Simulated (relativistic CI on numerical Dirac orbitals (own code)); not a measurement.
Calculated at this level of theory: Dirac-Coulomb-Breit CI, KLI orbitals optimised for each configuration, QED by a radiative potential, unscaled Slater integrals (own radial code, finite nucleus).

The strongest absorption lines from the ground level of an ion, among the configurations computed and to levels below about 1220 eV (vacuum wavelength in Å, gf): 21.213 (0.025), 21.362 (0.032), 23.365 (0.0088), 25.209 (1.6), 25.886 (0.017), 25.894 (1.7), 27.100 (0.011), 28.080 (0.45).

Q: Which ion is it?
A. Ta⁴⁹⁺
B. Pt⁵⁴⁺
C. Bi⁵⁹⁺
D. Er⁴⁴⁺

A: B. Pt⁵⁴⁺ has 24 electrons and the ground level 3s2.3p6.3d6 3F_4; the strongest line goes to 3s2.3p5.3d7 3F°_4. The pattern of lines fixes the number of electrons, and along that sequence the line energies rise steadily with the charge (about as its square where n changes within one kind of shell, about linearly where n is kept but much faster in heavy ions where fine structure, which grows about as Z⁴, sets the gap, and irregularly where shells cross), which fixes Z. Configurations outside the model, such as inner-shell arrays, can give stronger lines. At this charge energies of transitions that change n are usually good to better than 1 %, and those within a shell (Δn = 0) to a few per cent.

LS names give the leading component of a level, which can be under half, so a name can repeat, a term be missing and a line seem to break the LS rules.
